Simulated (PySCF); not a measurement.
SnF, SMILES [F][Sn+] (connectivity only; charge and spin as stated), charge +1, multiplicity 1.

Geometry optimised at B3LYP-D3(BJ)/def2-TZVP. The multiplicity is an assumed one; other spin states were not compared. The def2 effective core potentials stand for the cores of Sn; spin–orbit coupling is left out.

Calculation: IEF-PCM-PBE0/def2-TZVPD (PySCF 2.14.0).

The values are the electrostatic part of the solvation free energy, E(continuum) − E(gas) at the gas-phase geometry, in a cavity of scaled van der Waals radii (PySCF's table); cavitation and dispersion terms are not included. A continuum can't describe solvent molecules that bind to the metal. In vacuum the orbital gap is 7.12 eV.

```json
[
 {"solvent": "water", "ε": "78.36", "ΔG(elec) (kcal/mol)": "-69.4", "gap (eV)": "7.42"},
 {"solvent": "toluene", "ε": "2.37", "ΔG(elec) (kcal/mol)": "(withheld)", "gap (eV)": "(withheld)"},
 {"solvent": "tetrahydrofuran", "ε": "7.43", "ΔG(elec) (kcal/mol)": "-60.4", "gap (eV)": "7.36"}
]
```

What belongs in the gaps? (The exact figures need the calculation; the answer reports its results.)


- toluene, ΔG(elec) (kcal/mol): -39.8
- toluene, gap (eV): 7.26
